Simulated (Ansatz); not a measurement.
Cartesian coordinates (Å):
SMILES: C(C#C)#N
```xyz
5

C     -1.2858    -0.0076     0.2937
C     -0.0852    -0.0005     0.2545
C      1.2825     0.0076     0.2099
N      2.4371     0.0142     0.1722
H     -2.3487    -0.0138     0.3283
```
Charge 0, spin multiplicity 1.

The numbers are results of Ansatz (a first-principles code) with frozen-core CCSD(T)/cc-pVTZ // B3LYP-D3(BJ)/def2-TZVP, not measurements. The restricted HF reference is unstable towards unrestricted orbitals.

```
Property                       Result
----------------------  -------------
HF energy               -168.60521 Ha
MP2 correlation energy    -0.63492 Ha
```

Question: Estimate the CCSD correlation energy, the (T) correction, the total energy and the T1 diagnostic.

Answer: 
The CCSD correlation energy comes out as -0.63630 Ha, the (T) correction is -0.03691 Ha and the CCSD(T) total energy is -169.27842 Ha. The T1 diagnostic comes out as 0.015.
